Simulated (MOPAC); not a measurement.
Input for MOPAC: AM1 on HF (SMILES F).

```
AM1 1SCF PRECISE CHARGE=0 THREADS=1
FH

F      0.08506701 1     0.01289622 1     0.23578509 1
H     -0.21589527 1    -0.06029420 1     1.13358064 1
```

Output:

```
*******************************************************************************
 **                                                                           **
 **                              MOPAC v23.2.5                                **
 **                                                                           **
 *******************************************************************************
 ** MOPAC's Digital Object Identifier: https://doi.org/10.5281/zenodo.6511958 **
 **                                                                           **
 ** Please cite the open-source release paper for use of this MOPAC version:  **
 ** J. E. Moussa and J. J. P. Stewart (2026)                                  **
 ** MOPAC: An open-source semiempirical molecular orbital program             **
 ** J. Open Source Softw., 11(119), 8025, https://doi.org/10.21105/joss.08025 **
 *******************************************************************************

                              AM1 CALCULATION RESULTS

 *******************************************************************************
 *  AM1        - The AM1 Hamiltonian to be used
 *
 *
 *
 *                 CHARGE ON SYSTEM = 0
 *
 *
 *
 *  PRECISE    - TIGHTER CRITERIA TO BE USED
 *  1SCF       - DO 1 SCF AND THEN STOP
 *  THREADS=1  - MULTI-THREADING NOT USED
 *  T=         - A TIME OF 172800.0 SECONDS REQUESTED
 *  DUMP=N     - RESTART FILE WRITTEN EVERY 7200.0 SECONDS REQUESTED
 *******************************************************************************
AM1 1SCF PRECISE CHARGE=0 THREADS=1
 FH

   ATOM   CHEMICAL          X               Y               Z
  NUMBER   SYMBOL      (ANGSTROMS)     (ANGSTROMS)     (ANGSTROMS)

     1       F          0.08506701  *   0.01289622  *   0.23578509  *
     2       H         -0.21589527  *  -0.06029420  *   1.13358064  *



          CARTESIAN COORDINATES

    NO.       ATOM           X           Y           Z

     1         F          0.0851      0.0129      0.2358
     2         H         -0.2159     -0.0603      1.1336

  H: (AM1): M.J.S. DEWAR ET AL, J. AM. CHEM. SOC. 107 3902-3909 (1985)
  F: (AM1): M.J.S. DEWAR AND E. G. ZOEBISCH, THEOCHEM, 180, 1 (1988).

           Empirical Formula: H F  =     2 atoms



      MOLECULAR POINT GROUP   :   C*v


      RHF CALCULATION, NO. OF DOUBLY OCCUPIED LEVELS = 4


 -------------------------------------------------------------------------------
 AM1 1SCF PRECISE CHARGE=0 THREADS=1
 FH



     1SCF WAS SPECIFIED, SO BFGS WAS NOT USED
     SCF FIELD WAS ACHIEVED


                              AM1 CALCULATION
                                                       MOPAC v23.2.5 Linux




          FINAL HEAT OF FORMATION =        -65.04766 KCAL/MOL =    -272.15941 KJ/MOL


          COSMO AREA              =         39.76 SQUARE ANGSTROMS
          COSMO VOLUME            =         23.17 CUBIC ANGSTROMS

          IONIZATION POTENTIAL    =         13.949491 EV
          HOMO LUMO ENERGIES (EV) =        -13.949  5.224
          NO. OF FILLED LEVELS    =          4
          MOLECULAR WEIGHT        =         20.0063         POINT GROUP:  C*v

          MOLECULAR DIMENSIONS (Angstroms)

            Atom       Atom       Distance
            H     2    F     1     0.94972
            H     2    F     1     0.00000
            H     2    F     1     0.00000


          SCF CALCULATIONS        =          1





   ATOM   CHEMICAL          X               Y               Z
  NUMBER   SYMBOL      (ANGSTROMS)     (ANGSTROMS)     (ANGSTROMS)

     1       F          0.08506701  *   0.01289622  *   0.23578509  *
     2       H         -0.21589527  *  -0.06029420  *   1.13358064  *

                             CARTESIAN COORDINATES

   1    F        0.085067010     0.012896220     0.235785090
   2    H       -0.215895270    -0.060294200     1.133580640


           Empirical Formula: H F  =     2 atoms



      MOLECULAR POINT GROUP   :   C*v


                  EIGENVALUES
 -47.67710 -17.01238 -13.94949 -13.94949   5.22433


              NET ATOMIC CHARGES AND DIPOLE CONTRIBUTIONS

  ATOM NO.   TYPE          CHARGE      No. of ELECS.   s-Pop       p-Pop
    1          F          -0.278308        7.2783     1.90822     5.37008
    2          H           0.278308        0.7217     0.72169
 DIPOLE           X         Y         Z       TOTAL
 POINT-CHG.    -0.402    -0.098     1.200     1.270
 HYBRID        -0.161    -0.039     0.479     0.507
 SUM           -0.563    -0.137     1.679     1.776


          ATOMIC ORBITAL ELECTRON POPULATIONS

     Atom    s        px        py        pz
    1  F   1.90822   1.93674   1.99626   1.43708
    2  H   0.72169

 **********************
 *                    *
 * JOB ENDED NORMALLY *
 *                    *
 **********************




 == MOPAC DONE ==
```

The run finished.

Cost: roughly 0.03 core-seconds.
